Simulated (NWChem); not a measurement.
Everything below was run with NWChem. System: hexafluoroethane (C2F6), charge 0, spin multiplicity 1, optimised in this run. Level: B3LYP/def2-SVP.

Part of the output:

```
             Northwest Computational Chemistry Package (NWChem) 7.3.0
             --------------------------------------------------------

                                NWChem Input Module
                                -------------------

 Scaling coordinates for geometry "geometry" by  1.889725989
 (inverse scale =  0.529177249)

 Turning off AUTOSYM since
 SYMMETRY directive was detected!

          ------
          auto-z
          ------

                             Geometry "geometry" -> ""
                             -------------------------

 Output coordinates in angstroms (scale by  1.889725989 to convert to a.u.)

  No.       Tag          Charge          X              Y              Z
 ---- ---------------- ---------- -------------- -------------- --------------
    1 F                    9.0000     0.65110900    -1.22906100     1.07711600
    2 C                    6.0000     0.01840200    -0.77906900     0.00000000
    3 F                    9.0000    -1.21404200    -1.27312700     0.00000000
    4 F                    9.0000     0.65110900    -1.22906100    -1.07711600
    5 C                    6.0000    -0.01840200     0.77906900     0.00000000
    6 F                    9.0000    -0.65110900     1.22906100     1.07711600
    7 F                    9.0000     1.21404200     1.27312700     0.00000000
    8 F                    9.0000    -0.65110900     1.22906100    -1.07711600

 Effective nuclear repulsion energy (a.u.)     461.9226488874

            Nuclear Dipole moment (a.u.)
            ----------------------------
        X                 Y               Z
 ---------------- ---------------- ----------------
     0.0000000000     0.0000000000     0.0000000000

      Symmetry information
      --------------------

 Group name             C2h
 Group number             21
 Group order               4
 No. of unique centers     3

      Symmetry unique atoms

     1    2    3


 Summary of "ao basis" -> "" (spherical)
 ------------------------------------------------------------------------------
       Tag                 Description            Shells   Functions and Types
 ---------------- ------------------------------  ------  ---------------------
 *                          def2-svp                  on all atoms

                           NWChem Geometry Optimization
                           ----------------------------

 maximum gradient threshold         (gmax) =   0.000450
 rms gradient threshold             (grms) =   0.000300
 maximum cartesian step threshold   (xmax) =   0.001800
 rms cartesian step threshold       (xrms) =   0.001200
 fixed trust radius                (trust) =   0.300000
 maximum step size to saddle      (sadstp) =   0.100000
 energy precision                  (eprec) =   5.0D-06
 maximum number of steps          (nptopt) =   80
 initial hessian option           (inhess) =    0
 line search option               (linopt) =    1
 hessian update option            (modupd) =    1
 saddle point option              (modsad) =    0
 initial eigen-mode to follow     (moddir) =    0
 initial variable to follow       (vardir) =    0
 follow first negative mode     (firstneg) =    T
 apply conjugacy                    (opcg) =    F
 source of zmatrix                         =   autoz

          -------------------
          Energy Minimization
          -------------------

 Names of Z-matrix variables
    1              2              3              4              5
    6              7              8              9             10
   11             12             13             14             15
   16             17             18             19             20
   21             22             23             24             25
   26             27             28

 Variables with the same non-blank name are constrained to be equal

 Using diagonal initial Hessian
 Scaling for Hessian diagonals: bonds = 1.00  angles = 0.25  torsions = 0.10

          --------
          Step   0
          --------

                         Geometry "geometry" -> "geometry"
                         ---------------------------------

 Output coordinates in angstroms (scale by  1.889725989 to convert to a.u.)
[...]
   18 Bend                     6     5     8               109.12387    0.00001
   19 Bend                     7     5     8               109.12344    0.00001
   20 Torsion                  1     2     5     6         -60.00006   -0.00000
   21 Torsion                  1     2     5     7          59.99997   -0.00000
   22 Torsion                  1     2     5     8         180.00000   -0.00000
   23 Torsion                  3     2     5     6          59.99997   -0.00000
   24 Torsion                  3     2     5     7         180.00000   -0.00000
   25 Torsion                  3     2     5     8         -59.99997    0.00000
   26 Torsion                  4     2     5     6         180.00000    0.00000
   27 Torsion                  4     2     5     7         -59.99997    0.00000
   28 Torsion                  4     2     5     8          60.00006    0.00000

                         Geometry "geometry" -> "geometry"
                         ---------------------------------

 Output coordinates in angstroms (scale by  1.889725989 to convert to a.u.)

  No.       Tag          Charge          X              Y              Z
 ---- ---------------- ---------- -------------- -------------- --------------
    1 F                    9.0000     0.65496630    -1.21032004     1.08460788
    2 C                    6.0000     0.01828328    -0.77394080     0.00000000
    3 F                    9.0000    -1.22309619    -1.25470789     0.00000000
    4 F                    9.0000     0.65496630    -1.21032004    -1.08460788
    5 C                    6.0000    -0.01828328     0.77394080     0.00000000
    6 F                    9.0000    -0.65496630     1.21032004     1.08460788
    7 F                    9.0000     1.22309619     1.25470789     0.00000000
    8 F                    9.0000    -0.65496630     1.21032004    -1.08460788

 Effective nuclear repulsion energy (a.u.)     462.4574923609

            Nuclear Dipole moment (a.u.)
            ----------------------------
        X                 Y               Z
 ---------------- ---------------- ----------------
     0.0000000000     0.0000000000     0.0000000000

      Symmetry information
      --------------------

 Group name             C2h
 Group number             21
 Group order               4
 No. of unique centers     3

      Symmetry unique atoms

     1    2    3

                Final and change from initial internal coordinates
                --------------------------------------------------

                                Z-matrix (autoz)
                                --------

 Units are Angstrom for bonds and degrees for angles

      Type          Name      I     J     K     L     M      Value       Change
      ----------- --------  ----- ----- ----- ----- ----- ---------- ----------
    1 Stretch                  1     2                       1.33123    0.00345
    2 Stretch                  2     3                       1.33122    0.00344
    3 Stretch                  2     4                       1.33123    0.00345
    4 Stretch                  2     5                       1.54831   -0.01026
    5 Stretch                  5     6                       1.33123    0.00345
    6 Stretch                  5     7                       1.33122    0.00344
    7 Stretch                  5     8                       1.33123    0.00345
    8 Bend                     1     2     3               109.12344    0.69040
    9 Bend                     1     2     4               109.12387    0.69366
   10 Bend                     1     2     5               109.81633   -0.67493
   11 Bend                     2     5     6               109.81633   -0.67493
   12 Bend                     2     5     7               109.81733   -0.67426
   13 Bend                     2     5     8               109.81633   -0.67493
   14 Bend                     3     2     4               109.12344    0.69040
   15 Bend                     3     2     5               109.81733   -0.67426
   16 Bend                     4     2     5               109.81633   -0.67493
   17 Bend                     6     5     7               109.12344    0.69040
   18 Bend                     6     5     8               109.12387    0.69366
   19 Bend                     7     5     8               109.12344    0.69040
   20 Torsion                  1     2     5     6         -60.00006    0.00243
   21 Torsion                  1     2     5     7          59.99997    0.00122
   22 Torsion                  1     2     5     8         180.00000    0.00000
   23 Torsion                  3     2     5     6          59.99997    0.00122
   24 Torsion                  3     2     5     7         180.00000    0.00000
   25 Torsion                  3     2     5     8         -59.99997   -0.00122
   26 Torsion                  4     2     5     6         180.00000    0.00000
   27 Torsion                  4     2     5     7         -59.99997   -0.00122
   28 Torsion                  4     2     5     8          60.00006   -0.00243

 ==============================================================================
                                internuclear distances
 ------------------------------------------------------------------------------
       center one      |      center two      | atomic units |  angstroms
 ------------------------------------------------------------------------------
    2 C                |   1 F                |     2.51565  |     1.33123
    3 F                |   2 C                |     2.51565  |     1.33122
    4 F                |   2 C                |     2.51565  |     1.33123
    5 C                |   2 C                |     2.92589  |     1.54831
    6 F                |   5 C                |     2.51565  |     1.33123
    7 F                |   5 C                |     2.51565  |     1.33122
    8 F                |   5 C                |     2.51565  |     1.33123
 ------------------------------------------------------------------------------
                         number of included internuclear distances:          7
 ==============================================================================

 ==============================================================================
                                 internuclear angles
 ------------------------------------------------------------------------------
        center 1       |       center 2       |       center 3       |  degrees
 ------------------------------------------------------------------------------
    1 F                |   2 C                |   3 F                |   109.12
    1 F                |   2 C                |   4 F                |   109.12
    1 F                |   2 C                |   5 C                |   109.82
    3 F                |   2 C                |   4 F                |   109.12
    3 F                |   2 C                |   5 C                |   109.82
    4 F                |   2 C                |   5 C                |   109.82
    2 C                |   5 C                |   6 F                |   109.82
    2 C                |   5 C                |   7 F                |   109.82
    2 C                |   5 C                |   8 F                |   109.82
    6 F                |   5 C                |   7 F                |   109.12
    6 F                |   5 C                |   8 F                |   109.12
    7 F                |   5 C                |   8 F                |   109.12
 ------------------------------------------------------------------------------
                            number of included internuclear angles:         12
 ==============================================================================

 Task  times  cpu:        7.0s     wall:        7.0s

 Total times  cpu:        7.1s     wall:        7.1s
```

Q: Write an NWChem input that would produce this output.

A: One answer among several that fit: 
```
start mol
memory heap 200 mb stack 900 mb global 1100 mb
geometry units angstroms
  F      0.651109    -1.229061     1.077116
  C      0.018402    -0.779069     0.000000
  F     -1.214042    -1.273127     0.000000
  F      0.651109    -1.229061    -1.077116
  C     -0.018402     0.779069     0.000000
  F     -0.651109     1.229061     1.077116
  F      1.214042     1.273127     0.000000
  F     -0.651109     1.229061    -1.077116
  symmetry group C2h
end
basis spherical
  * library def2-svp
end
dft
  xc b3lyp
  semidirect memsize 60000000 filesize 0
  iterations 100
end
driver
  maxiter 80
end
task dft optimize
```
